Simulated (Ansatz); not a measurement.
`[NH2][Ga]([Cl])[Br]` + NH₃ → `[NH2][Ga]([NH2])[Br]` + HCl at 500 K and 1 bar (ligand exchange at a Ga–Cl bond).

Gas-phase electronic energies from Ansatz, PBE0-D4/def2-TZVP geometries. CCSD(T)/CBS is the MP2 limit (def2-TZVPP, def2-QZVPP) plus CCSD(T) − MP2 in def2-TZVPP, frozen cores. This one scheme is used for every species. For Br, Ga outer-core shells are correlated without core-valence functions, which leaves a few kJ/mol of doubt a bond. Scalar relativity is left out up to krypton. One conformer a species, not always the lowest.

```
               species  CCSD(T)/CBS energy (Eh)  H − E (kJ/mol)  S (J/(mol·K))
 `[NH2][Ga]([Cl])[Br]`              -5013.08446           111.9          416.5
                   NH₃                -56.50880           108.2          211.8
`[NH2][Ga]([NH2])[Br]`              -4609.18251           180.6          412.6
                   HCl               -460.38127            32.5          201.9
```

H − E and S are ideal-gas, rigid-rotor, harmonic terms from PBE0-D4/def2-TZVP, for one conformer and one mirror image of each species. 1 Eh = 2625.50 kJ/mol, R = 8.31446 J/(mol·K).

Question: By hand: ΔE, ΔH, ΔS and ΔG.

Answer: ΔE = (-4609.18251) + (-460.38127) − (-5013.08446) − (-56.50880) = 0.02948 Eh = 77.4 kJ/mol. Δ(H − E) = 180.6 + 32.5 − 111.9 − 108.2 = -7.0, so ΔH = 70.4 kJ/mol. ΔS = 412.6 + 201.9 − 416.5 − 211.8 = -13.8 J/(mol·K). ΔG = 70.4 − 500 × (-13.8)/1000 = 77.3 kJ/mol.

Question: By hand: the equilibrium constant, and the temperature at which ΔG would vanish if ΔH and ΔS stayed fixed.

Answer: log₁₀ K = −ΔG/(RT ln 10) = -8.1. ΔH and −TΔS have one sign here, so there is no such temperature.

The number of gas molecules stays the same, so ΔS is small and ΔH decides. A doubt of 5 kJ/mol in ΔE shifts log₁₀ K by 0.5 here. Other conformers and mirror images would add mixing entropy, several J/(mol·K) or more a flexible species. Modes under 60 cm⁻¹, often nearly free rotors, make the harmonic entropy too high. These are equilibria of isolated gas molecules and say nothing of rates. Largest T1 diagnostic: 0.011 (customary marks: 0.02 for closed shells, 0.045 for open ones).
